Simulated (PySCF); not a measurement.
H2S2, SMILES SS.

Geometry optimised at B3LYP-D3(BJ)/def2-TZVP.

Two levels are set side by side: PBE/def2-TZVPD (PySCF) and HF/def2-TZVPD (PySCF). Same geometry, gas phase. Differences are taken from unrounded values.

```csv
quantity,HF
orbital gap (eV),11.61
highest occupied level (eV),-10.44
lowest empty level (eV),1.16
dipole moment (D),1.24
mean polarisability (bohr³),43.4
```

What does PBE give, and how far is it from HF? (Estimate from the structure and the level; the computed values follow.)


```tsv
quantity	PBE	PBE minus HF
orbital gap (eV)	4.13	-7.48
highest occupied level (eV)	-6.37	4.08
lowest empty level (eV)	-2.24	-3.40
dipole moment (D)	1.10	-0.14
mean polarisability (bohr³)	46.2	2.8
```

Without exact exchange PBE keeps part of each electron's self-repulsion, which lifts occupied levels and narrows the gap. PBE's more diffuse valence density responds more strongly to a field. Differences between two approximate levels are no errors against the true value.

Rough cost on one machine, each run with all the roots and properties that it gave: HF against PBE about 1/4.
